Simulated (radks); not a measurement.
Results of a calculation; reference values are marked as such.
Initial-state core-level shifts of neutral lutetium when its valence configuration changes from [Xe] 4f14 5d1 6s2. Code: a radial shooting solver on a logarithmic mesh with Libxc functionals. Model: Dirac Kohn-Sham, PBE, spin-unpolarised, spherical densities, point nucleus; open shells are shared between the two j in proportion to 2j + 1. Shifts are changes of the shell-averaged eigenvalues in eV (positive: less bound).

| valence | 1s | 2s | 4p | 4d |
|---|---|---|---|---|
| 4f14 5d1.5 6s1.5 | +0.483 | +0.520 | +0.520 | +0.526 |
| 4f13 5d2 6s2 | -7.449 | -8.054 | -8.378 | -8.098 |
| 4f14 5d1 6p2 | -2.823 | -2.780 | -2.778 | -2.779 |
| 4f14 5d2 6s1 | +0.842 | +0.913 | +0.914 | +0.925 |
| 4f14 5d1 6s1 6p1 | -1.455 | -1.434 | -1.433 | -1.433 |
| 4f13 5d1 6s2 6p1 | -10.800 | -11.491 | -11.794 | -11.526 |
| 4f14 5d1 6s1.5 6p0.5 | -0.741 | -0.730 | -0.730 | -0.730 |
| 4f14 5d0.5 6s2 6p0.5 | -1.417 | -1.449 | -1.444 | -1.452 |
| 4f14 6s2 6p1 | -3.012 | -3.083 | -3.069 | -3.085 |
